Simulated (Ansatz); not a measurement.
The same hydrogenolysis along the group B, Al, Ga, In.

Program: Ansatz. Geometries: PBE0-D4/def2-TZVP. ΔE: electronic, gas phase. CCSD(T)/CBS is the MP2 limit (def2-TZVPP, def2-QZVPP) plus CCSD(T) − MP2 in def2-TZVPP, frozen cores. This one scheme is used for every species. For Ga, Se outer-core shells are correlated without core-valence functions, which leaves a few kJ/mol of doubt a bond. Scalar relativity is left out up to krypton. Each species was taken in one conformer, which may not be the lowest.

(1) Order these by ΔE at CCSD(T)/CBS, lowest first. (Estimate.)
A. `[Cl][Ga]([Cl])[SeH]` + H₂ → H₂Se + `[Cl][GaH][Cl]`
B. `[Cl][Al]([Cl])[SeH]` + H₂ → H₂Se + `[Cl][AlH][Cl]`
C. `ClB(Cl)[SeH]` + H₂ → H₂Se + `ClBCl`

Largest T1 diagnostic: 0.012, for `ClBCl`.

Results:

(1) C (+0.45 eV), A (+0.87 eV), B (+1.05 eV).
